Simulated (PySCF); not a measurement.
## Computed properties of SiH2Cl2, SMILES Cl[SiH2]Cl

SiH₂Cl₂, SMILES Cl[SiH2]Cl. Coordinates come from a B3LYP-D3(BJ)/def2-TZVP optimisation. The isomer is the one that the SMILES or the coordinates give; other isomers of the formula were not compared. One conformer was computed; it need not be the lowest. All values are computed for the isolated molecule unless a solvent is named; none is compared with measurement here.

**Structure.** The optimised structure has C2v symmetry. All 9 harmonic modes at B3LYP-D3(BJ)/def2-TZVP (PySCF) are real, so it is a minimum. With heavy atoms numbered as in [SiH2:1]([Cl:2])[Cl:3], the shortest bond between them is Si1–Cl2 at 2.052 Å and the longest Si1–Cl3 at 2.052 Å.

**Vibrations.** The strongest infrared lines (harmonic, unscaled, degenerate partners summed) lie at 880 cm⁻¹ (240 km/mol, H 92 %), 574 cm⁻¹ (135 km/mol, Si 57 %, Cl 39 %), 962 cm⁻¹ (111 km/mol, H 96 %). The softest mode is at 185 cm⁻¹ and the zero-point energy is 12.9 kcal/mol.

**Electronic structure.** CAM-B3LYP/def2-TZVPD (PySCF) places the frontier levels at -10.53 and 0.51 eV, a gap of 11.04 eV, and gives a dipole moment of 1.30 D and a mean polarisability of 53.9 bohr³. PBE/def2-TZVPD (PySCF) at the same geometry gives -7.79 and -1.21 eV, so its gap is 4.46 eV narrower. An orbital gap is neither the optical nor the fundamental gap.

**Excitations.** TDA-B3LYP/def2-SVPD (PySCF) has S1 at 7.23 eV (171 nm, f = 0.015, weak); the most intense of the 10 singlets computed lies at 8.45 eV (f = 0.10). T1 (TDA) is at 6.90 eV, 0.33 eV under S1. TDA-PBE/def2-SVPD (PySCF) puts S1 at 6.73 eV. No vertical singlet excitation falls in the visible range (under 3.1 eV).

**NMR.** GIAO shifts at PBE0/pcSseg-2 (PySCF) (non-relativistic, atoms alike by connectivity averaged): ¹H at 5.9 ppm against TMS; ²⁹Si at -0.5 ppm against TMS. Without spin–orbit terms, shifts of atoms bonded to Cl or Br come out too high.

**Solvation.** SMD-PBE0/6-31G* (PySCF) gives 0.0 kcal/mol in water, -3.1 kcal/mol in ethylethanoate, -3.5 kcal/mol in ethanol (1 M in both phases, gas-phase geometry); of these solvents ethanol holds the molecule best.
